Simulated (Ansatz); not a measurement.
Consider the homolysis of the C–Ga bond: `C[CH](C)[Ga]([OH])[OH]` → `C[CH]C`• + `[OH][Ga][OH]`•.

Computed with Ansatz on PBE0-D4/def2-TZVP structures; ΔE is electronic, products minus reactants. CCSD(T)/CBS adds triple-zeta CCSD(T) − MP2 to the extrapolated MP2 energy (def2 sets, frozen cores). Functionals use def2-TZVPP. B3LYP here is the variant with VWN-RPA as its local correlation; programs differ in this. Open shells (•) are unrestricted, without spin–orbit coupling. For Ga outer-core shells are correlated without core-valence functions, which leaves a few kJ/mol of doubt a bond. Scalar relativity is left out up to krypton. One conformer a species, not always the lowest.

| level | ΔE (kcal/mol) |
| --- | --- |
| PBE0-D4 | 68.1 |
| ωB97M-V | 71.1 |
| PBE0 | 65.5 |
| B3LYP | 61.5 |
| SCS-MP2/def2-TZVPP | 75.3 |
| CCSD(T)/def2-TZVPP | 73.0 |
| MP2/def2-QZVPP | 78.6 |
| MP2/CBS(def2) | 80.2 |

(1) What does CCSD(T)/CBS give? (Estimate.)

Largest T1 diagnostic among the species: 0.017.

## Answers

(1) The calculation gave: +76.6 kcal/mol. The listed levels differ from it by -8.5, -5.5, -11.1, -15.1, -1.3, -3.6, 2.0, 3.6 kcal/mol.

From PBE to PBE0 (25 % exact exchange), in def2-TZVPP and without D4, ΔE moves by +1.3 kcal/mol. The D4 term adds +4.6 kcal/mol with B3LYP and +2.6 kcal/mol with PBE0; it sums over pairs of atoms, weighted by their polarisabilities, and B3LYP, whose exchange is more repulsive, gets the larger term. In def2-TZVPP, CCSD(T) changes the Hartree–Fock value by +29.0 kcal/mol (the triples alone add +2.3 kcal/mol) and MP2 by +32.7 kcal/mol; breaking electron pairs costs correlation energy, which Hartree–Fock lacks.
